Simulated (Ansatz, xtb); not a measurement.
N2Se: where a starting geometry ends

The starting geometry of this gas-phase singlet has its atoms placed at random.

```xyz
3

N    -0.6736    0.2005   -0.4513
N     1.0175   -0.5321   -0.6042
Se    1.0622    0.4020    1.2598
```

Question: One run relaxed it with r2SCAN-D4/def2-SVP. What is a likely outcome?

Answer: It ends as a structure given below by its coordinates. Contacts that close: N1–N2 (1.85 → 1.16 Å), N1–Se3 (2.45 → 2.09 Å).

The energy falls by 5.97 eV over 8 steps:

```csv
step,E − E(last) (eV)
1,5.975
2,2.548
3,0.342
4,0.076
5,0.006
6,0.000
7,0.000
8,0.000
```

Final geometry (Å):

```yaml
atoms:
  - { symbol: N, position_ang: [-0.2890, 0.0861, -0.3839] }
  - { symbol: N, position_ang: [0.7097, -0.4356, -0.6486] }
  - { symbol: Se, position_ang: [0.9855, 0.4199, 1.2367] }
```

From the same start GFN2-xTB reaches the same bonding as this run.

From so rough a start the end depends on the optimiser's path, so another program may land elsewhere. No frequencies were run, so the end isn't proven a minimum. Run with Ansatz 0.2.0, 12 s on 1 thread of Arm Neoverse V2, on a shared host.
